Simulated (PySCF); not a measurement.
PySCF 2.14 output of a UHF calculation on a single atom or ion in dyall-acv3z, with the spin-free X2C one-electron Hamiltonian (Gaussian nucleus):

```
SCF conv_tol = 1e-09
number electrons alpha = 7  beta = 5
cycle= 1 E= -241.734248374978  delta_E= -7.05e-12  |g|= 1.33e-06  |ddm|= 5.46e-05
converged SCF energy = -241.734248374978  <S^2> = 2.0000592  2S+1 = 3.0000395
```

The run itself started from symmetry-adapted Hartree-Fock orbitals and held the occupation by maximum overlap, so the iterations belong to that start.

**Question.** Which element, charge and spin multiplicity is this?

**Answer.** Al⁺ (aluminium, charge +1), multiplicity 3; the state was [Ne] 3s1 4s1, high-spin 3S determinant (an excited configuration).

The outer electron is Rydberg-like, and this basis confines it to a smaller radius and binds it less than a complete one would.
